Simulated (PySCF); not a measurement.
Computed shifts of a molecule C₃H₆OSi, PBE/pcSseg-1 run with PySCF, GIAO, gas phase, atoms alike by connectivity averaged where their shifts nearly agree, in ppm (number of nuclei): ²⁹Si: -62.1 (1). ¹³C: 163.9 (1), 116.6 (1), 93.8 (1). ¹H: 7.26 (1), 6.41 (1), 6.29 (1), 4.53 (3). References: ²⁹Si against TMS (σ = 335.4 ppm); ¹³C against TMS (σ = 182.0 ppm); ¹⁷O against H2O (σ = 334.3 ppm); ¹H against TMS (σ = 31.49 ppm), references at their B3LYP-D3(BJ)/def2-TZVP geometries, non-relativistic. Coordinates come from a PBE-D3(BJ)/def2-SVP optimisation. Other conformers were not sampled.

Question: Which structure fits?
A) C=C1C[SiH2]O1
B) C1=C[SiH2]CO1
C) O[Si@@H]1C=CC1
D) [SiH3][C@@H]1C=CO1

Answer: D, [SiH3][C@@H]1C=CO1
